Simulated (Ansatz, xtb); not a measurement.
# Two isomers of C4H5BN2O

We compare X, `Bn1cc(C=O)cn1`, a singlet, with Y, `Bn1ccc(C=O)n1`, a singlet. Both are isolated molecules in the gas phase, relaxed with PBE0-D3(BJ)/def2-SVP; the shapes shown needn't be the lowest conformers.

X (Å):

```xyz
13

C     0.5875   -0.4434    1.5629
C     0.1200   -0.3738    0.2733
C     0.8336   -0.7682   -0.9448
C    -1.2015    0.1653    0.4147
B    -0.3617    0.1381    3.8111
N    -0.4031    0.0254    2.3841
N    -1.5030    0.3982    1.6631
O     1.9537   -1.2160   -0.9574
H     0.6517   -0.2167    4.3539
H    -1.3250    0.5724    4.3757
H     1.5432   -0.7889    1.9510
H     0.2569   -0.6237   -1.8932
H    -1.9231    0.3813   -0.3749
```

Y (Å):

```xyz
13

C    -0.0225   -0.6456    1.4278
C    -1.3814   -0.6222    1.3496
C    -1.6455    0.2291    0.2297
C    -2.9584    0.6147   -0.3187
B     1.8428    0.4198    0.1023
N     0.4710    0.1503    0.4064
N    -0.5384    0.6797   -0.3196
O    -4.0049    0.2342    0.1405
H     2.6689   -0.0984    0.8073
H     2.0890    1.1370   -0.8257
H     0.6569   -1.1507    2.1108
H    -2.1132   -1.1230    1.9776
H    -2.8994    1.2947   -1.2027
```

Energies in hartree; the thermal terms are from GFN2-xTB frequencies at re-optimised GFN2-xTB minima (ideal gas, soft modes damped towards free rotors, one conformer each, 298.15 K, 1 atm) and include the zero-point energy:

```
                              X           Y
E, CCSD(T)/def2-SVP  −363.718739  −363.720139
    E, MP2/def2-SVP  −363.633273  −363.635779
  E, MP2/def2-TZVPP  −364.294749  −364.297503
  zero-point energy     0.088756     0.088716
       H(298 K) − E     0.096959     0.096910
       G(298 K) − E     0.057188     0.057229
```

Correct the CCSD(T) difference for the basis set by the MP2 change, then work out ΔE, ΔE₀, ΔH and ΔG for X → Y in kJ/mol (1 Eh = 2625.50 kJ/mol) and the equilibrium ratio [Y]/[X].

1. Differences Y − X: CCSD(T) −0.001400, MP2 in the small set −0.002506, MP2 in the large set −0.002754 Eh.
2. ΔE = −0.001400 + (−0.002754 − (−0.002506)) = −0.001648 Eh = −4.33 kJ/mol.
3. ΔE₀ = ΔE + ΔZPE = −0.001648 + (−0.000040) Eh = −4.43 kJ/mol.
4. ΔH = ΔE + (−0.000049) Eh = −4.46 kJ/mol.
5. ΔG = ΔE + (+0.000041) Eh = −4.22 kJ/mol, so ΔS = (ΔH − ΔG)/T = −0.8 J/(mol K).
6. kT = 0.9442 mEh, so K = [Y]/[X] = exp(−ΔG/kT) = exp(+1.70) ≈ 5.5.

The sums favour Y, but ΔE leans on the basis-set step (CCSD(T) alone has the other sign or is under 1 kcal/mol), so the order isn't settled. An error of 4 kJ/mol in ΔG would change K by a factor of 5. GFN2-xTB gave ΔE the other sign. Mirror images and further conformers aren't counted.

As drawn, both hold the same kinds of bond in the same numbers.

Other levels gave ΔE = +4.9 (GFN2-xTB); −0.7 (HF/STO-3G, GFN2-xTB geometries); −3.6 (r2SCAN-D4/def2-SVP, GFN2-xTB geometries); −2.6 (PBE0-D3(BJ)/def2-SVP); +0.1 (HF/def2-SVP); −6.6 (MP2/def2-SVP); −3.7 (CCSD(T)/def2-SVP) kJ/mol. The correlated steps freeze 8 core orbitals. Programs: Ansatz 0.2.0, xtb 6.7.1.
